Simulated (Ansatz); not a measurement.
A nudged elastic band was laid between two geometries of AlGaH7NO (11 atoms, charge 0, multiplicity 1).

The calculation used RKS B3LYP-D4/def2-SVP in Ansatz 0.2.0.

| Property | Result |
| --- | --- |
| movable images | 7 |
| climbing image | yes |
| spring | 5.0 eV/Å² |
| optimiser | quadratic models (default) |
| start path | through a guess of the saddle point |
| force threshold | 0.03 eV/Å |
| iteration limit | 60 |
| end points | relaxed |

Initial state:

```xyz
11
Properties=species:S:1:pos:R:3
Ga 0.232 0.212 0.167
N -0.044 -0.302 1.997
H -0.556 -1.167 2.169
H 0.771 -0.303 2.611
H 1.598 0.927 -0.133
H -0.662 -0.540 -0.884
O -1.032 1.782 0.899
Al -1.895 3.251 0.612
H -2.719 3.869 1.807
H -1.783 3.840 -0.843
H -0.941 1.212 1.729
```

Final state:

```xyz
11
Properties=species:S:1:pos:R:3
Ga 0.033 0.553 0.066
N -0.041 -0.309 2.040
H -0.511 -1.213 2.107
H 0.852 -0.373 2.530
H 1.558 0.931 -0.077
H -0.709 -0.534 -0.804
O -1.039 1.927 0.645
Al -1.910 3.358 0.423
H -1.971 4.083 -0.988
H -2.673 3.962 1.679
H -0.621 0.393 2.510
```

Problem. What changes between the two ends?

Solution. Bonds broken: O7–H11. Bonds formed: N2–H11.

Problem. What energy profile does the band end with?

Solution. It converged. The highest image is number 1 of 0 to 8, 0.052 eV above the first end and 0.786 eV above the last; the last end lies 0.734 eV below the first. The profile has 2 maxima (images 1, 5) with wells between them (image 3): this band takes more than one step, which may be the mechanism or a detour left from its start path. A vibrational analysis at the climbing image gives one clearly imaginary mode, 91i cm⁻¹: a first-order saddle point. The orbitals stay closed-shell, which can raise the energy where a bond breaks towards radicals; this wasn't checked here.

```csv
image,path coordinate (Å),energy (eV),O7–H11 (Å),N2–H11 (Å)
0,0.00,0.000,1.01,1.78
1,1.90,0.052,0.99,1.93
2,2.97,-0.529,1.96,1.04
3,4.04,-0.714,2.40,1.02
4,5.11,-0.708,2.48,1.02
5,6.18,-0.672,2.52,1.02
6,7.26,-0.674,2.51,1.02
7,8.33,-0.712,2.47,1.02
8,9.40,-0.734,2.45,1.02
```

Problem. What is the geometry of the highest image?

Solution. 
```xyz
11
Properties=species:S:1:pos:R:3:forces:R:3
Ga 0.159 0.356 0.225 0.00 0.00 0.00
N -0.058 -0.276 2.006 0.00 0.00 0.00
H -0.815 -0.934 2.185 0.00 0.00 0.00
H 0.772 -0.625 2.484 0.00 0.00 0.00
H 1.615 0.581 -0.305 0.00 0.00 0.00
H -1.121 0.172 -0.696 0.00 0.00 0.00
O -0.448 2.195 1.174 -0.01 0.00 0.00
Al -1.857 2.996 0.531 0.01 0.00 0.00
H -3.195 2.931 1.364 0.00 0.00 0.00
H -1.628 3.774 -0.815 0.00 0.00 0.00
H -0.454 1.611 1.979 0.00 0.00 0.00
```

Time of the run: 8.8 min on 4 threads of Arm Neoverse V1 (shared host), peak memory 0.28 GiB.
